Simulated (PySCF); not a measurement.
Lowest triplet excitation (TDA) (eV) of eight silicon and germanium compounds: TDA-PBE beside TDA-LC-ωPBE, computed with PySCF for isolated molecules in the bases named; differences from unrounded values. The eight are the first of their class met in an unordered collection, after screening for sound electronic states; none was chosen by its value. Each molecule has one DFT geometry for both levels.

```csv
molecule,basis,TDA-LC-ωPBE
"C4H8OSi, SMILES C=C([SiH3])CC=O",def2-SVPD,3.59
"CH₁₀N₂Si₃, SMILES N1C[SiH2][Si@]1(N)[SiH3]",def2-SVPD,4.95
"GeH6O2Si, SMILES [OH][GeH2][O][SiH3]",def2-SVPD,7.18
"C₃H₁₂OSi₂, SMILES C[SiH2][C@H]([SiH3])CO",def2-SVPD,7.25
"CH8FNSi2, SMILES C[Si@@H](F)N[SiH3]",def2-SVPD,6.82
"FH6NOSi2, SMILES [SiH2]([Si@H](O)N)F",def2-SVPD,5.44
"CH4ClNOSi2, SMILES Cl[Si@H]1N=CO[SiH2]1",def2-SVPD,4.59
"Cl₂H₅NSi₂, SMILES Cl[SiH2]N[SiH2]Cl",def2-SVPD,7.16
```

Estimate the TDA-PBE values and say how TDA-PBE differs from TDA-LC-ωPBE over the set. (Estimate from the structure and the level; the computed values follow.)


| molecule | TDA-PBE | difference |
|---|---|---|
| C4H8OSi, SMILES C=C([SiH3])CC=O | 3.36 | -0.23 |
| CH₁₀N₂Si₃, SMILES N1C[SiH2][Si@]1(N)[SiH3] | 4.10 | -0.85 |
| GeH6O2Si, SMILES [OH][GeH2][O][SiH3] | 5.99 | -1.20 |
| C₃H₁₂OSi₂, SMILES C[SiH2][C@H]([SiH3])CO | 5.94 | -1.31 |
| CH8FNSi2, SMILES C[Si@@H](F)N[SiH3] | 5.68 | -1.13 |
| FH6NOSi2, SMILES [SiH2]([Si@H](O)N)F | 4.64 | -0.81 |
| CH4ClNOSi2, SMILES Cl[Si@H]1N=CO[SiH2]1 | 4.03 | -0.56 |
| Cl₂H₅NSi₂, SMILES Cl[SiH2]N[SiH2]Cl | 5.91 | -1.25 |
TDA-PBE lies below TDA-LC-ωPBE in 8 and above it in 0 of the eight; the mean signed difference is -0.92 and the largest -1.31 eV.
